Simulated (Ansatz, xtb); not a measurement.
# Isomers of CH2FOSi in order of energy

4 gas-phase structures of CH2FOSi, found in a search over its isomers (lower ones may exist). Each was relaxed with GFN2-xTB; where two conformers were screened, the lower at r2SCAN-D4/def2-SVP is listed:

A. `O=[C][SiH2]F`, a doublet
B. `O=[Si]CF`, a doublet
C. `[CH2][Si](=O)F`, a doublet
D. `[CH2]O[Si]F`, a doublet

Problem. Make a reasoned guess at their ranking by r2SCAN-D4/def2-SVP single-point energy.

Solution. Calculated order at r2SCAN-D4/def2-SVP: C (0.000), D (0.251), A (0.545), B (1.816) eV.

Energies above the lowest of each column, in eV; the last columns are at B3LYP/6-31G* geometries and were run for some of them only (a dash: not run or not comparable):

```json
{"structure": "C", "GFN2-xTB": "0.000", "HF/STO-3G": "1.220", "r2SCAN-D4/def2-SVP": "0.000", "B3LYP/6-31G*": "0.000", "CCSD(T)/def2-SVP + ΔMP2/def2-TZVPP": "0.000"}
{"structure": "D", "GFN2-xTB": "0.972", "HF/STO-3G": "0.000", "r2SCAN-D4/def2-SVP": "0.251", "B3LYP/6-31G*": "0.165", "CCSD(T)/def2-SVP + ΔMP2/def2-TZVPP": "0.487"}
{"structure": "A", "GFN2-xTB": "1.233", "HF/STO-3G": "0.346", "r2SCAN-D4/def2-SVP": "0.545", "B3LYP/6-31G*": "0.466", "CCSD(T)/def2-SVP + ΔMP2/def2-TZVPP": "–"}
{"structure": "B", "GFN2-xTB": "1.271", "HF/STO-3G": "1.329", "r2SCAN-D4/def2-SVP": "1.816", "B3LYP/6-31G*": "–", "CCSD(T)/def2-SVP + ΔMP2/def2-TZVPP": "–"}
```

CCSD(T)/def2-SVP + ΔMP2/def2-TZVPP puts C lowest of those it was run on; HF/STO-3G picks D. Flexible structures stand in one conformer each, not always the lowest. Frequencies (B3LYP/6-31G*) were run for C, D alone. The ΔMP2 step shifts differences by up to 0.325 eV, which makes them less sure. Open shells are spin-unrestricted, some with notable spin contamination. ΔMP2 is the change of the MP2 energy from the smaller to the larger basis.

Over these structures GFN2-xTB departs from r2SCAN-D4/def2-SVP by 0.489 eV on average once a common shift is removed. A GFN2-xTB relaxation took about 0.05 s and the r2SCAN-D4/def2-SVP energy about 3.3 s on a shared host (Ansatz 0.2.0, xtb 6.7.1 (Pople sets with spherical d functions)).
